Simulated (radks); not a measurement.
Values are calculated unless marked as measured or tabulated.
The zirconium ion Zr3+, 37 electrons, occupied as [Kr] 7d1 (not the ground configuration). Code: a radial shooting solver on a logarithmic mesh with Libxc functionals. Model: scalar-relativistic Kohn-Sham, SCAN, spin-polarised, spherical densities, finite nucleus; open shells are filled with parallel spins first (spin-orbit coupling, left out, can overturn this in heavy ions); meta-GGA in the generalised Kohn-Sham scheme; Fermi nuclear charge, rms radius 4.2694 fm. Some entries of the table are withheld. Estimate them.

| orbital | occ. | eigenvalue (eV) | <r> (bohr) |
|---|---|---|---|
| 1s up | 1 | -17905.71 | 0.03707 |
| 1s down | 1 | -17905.71 | 0.03707 |
| 2s up | 1 | -2528.169 | 0.1625 |
| 2s down | 1 | -2528.161 | 0.1625 |
| 2p up | 3 | -2255.864 | 0.1417 |
| 2p down | 3 | -2255.858 | 0.1417 |
| 3s up | 1 | -452.7308 | 0.4571 |
| 3s down | 1 | -452.7271 | 0.4571 |
| 3p up | 3 | -363.0458 | 0.4612 |
| 3p down | 3 | -363.0409 | 0.4612 |
| 3d up | 5 | (1) | 0.4520 |
| 3d down | 5 | (2) | 0.4520 |
| 4s up | 1 | -94.1138 | 1.192 |
| 4s down | 1 | -94.0944 | 1.193 |
| 4p up | 3 | (3) | (4) |
| 4p down | 3 | (5) | (6) |
| 7d up | 1 | -6.1209 | 11.43 |

Answer. 
(1) 3d up eigenvalue (eV): -216.7334
(2) 3d down eigenvalue (eV): -216.7249
(3) 4p up eigenvalue (eV): -70.5421
(4) 4p up <r> (bohr): 1.314
(5) 4p down eigenvalue (eV): -70.5233
(6) 4p down <r> (bohr): 1.314
